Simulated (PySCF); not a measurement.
CBr₄: breathing scan

Level of theory: B3LYP in PySCF with C def2-TZVP, Br def2-TZVP; no relativity; density-fitted integrals.

Rigid scan from the singlet minimum (C–Br 1.956 Å (×4); Br–C–Br 109.5° (×6)). Coordinate: all bonds to the central atom scaled together. Energies in kJ/mol from the minimum.

```csv
scale of all bonds to the centre,E (kJ/mol)
0.88,325.6
0.92,125.7
0.96,27.4
1.00,0.0
1.04,21.0
1.08,73.8
1.14,187.5
1.22,364.8
1.35,643.1
```

At long bonds a restricted determinant can lie too high, and another spin state can fall below this curve.
